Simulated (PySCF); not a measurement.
CH₂F, SMILES [CH2]F, multiplicity 2.

Coordinates come from a B3LYP-D3(BJ)/def2-TZVPD optimisation. The isomer is the one that the SMILES or the coordinates give; other isomers of the formula were not compared.

The numbers are results of PBE/def2-TZVPD (PySCF), not measurements.

The molecule is in vacuum.

**Question.** Estimate the frontier levels, dipole moment and polarisability. (An estimate is asked for; the answer gives what the named calculation found.)

**Answer.** 
The α spin, highest occupied and lowest empty level is -4.92 and -0.01 eV and the β spin, highest occupied and lowest empty level comes out as -8.71 and -2.68 eV. The dipole moment is 1.16 D, the quadrupole, principal values (traceless, Buckingham form, about the centre of nuclear charge) is -1.68, 0.17, 1.52 D·Å and the mean static polarisability is 17.3 bohr³ (2.57 Å³). The polarisability, principal values comes out as 16.4, 16.9, 18.7 bohr³ and the ⟨S²⟩ is 0.753 (pure state 0.75).
